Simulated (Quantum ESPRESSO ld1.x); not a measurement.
One sound ld1.x (Quantum ESPRESSO 7.5) input for the oxygen ion O3+ gives E = -71.186 hartree in 19 iterations:

```
 &input
    zed=8.0,
    iswitch=1,
    rel=2,
    dft='PBE',
    config='[He] 2s2 2p1',
    lsmall=.true.,
    prefix='ld1',
    max_out_wfc=37,
    file_charge='ld1.rho',
 /
```

Changed or added lines, one case at a time, and what came of them:

- config='[He] 2s2 2p1 3f1': refused. The program stops in el_config with "main/angular quantum number mismatch": l must be smaller than n.
- iswitch=7: refused. The program stops in ld1_readin with "wrong iswitch": iswitch takes 1 to 4.
- dft='B3LPY': silently wrong. The misspelt name is read as B3LYP (index line 7 12 9 7), and as for B3LYP no exact exchange is computed, so the numbers are not those of the hybrid.
- rmax=3.0: inaccurate. The mesh cuts the orbital tails; the run ends without a warning, but the energy is off by -0.0004255 hartree against the default mesh.
- config='[Yb] 2s2 2p1': refused. The program stops in el_config with "wrong core: Yb": the cores known are He, Ne, Ar, Kr, Xe, Hg and Rn.
- atom='O': harmless. atom and zed name the same element, and the result equals that of the sound run.
- beta=1.5: harmless. The Broyden-type mixing copes: 13 iterations against 19, same energy.
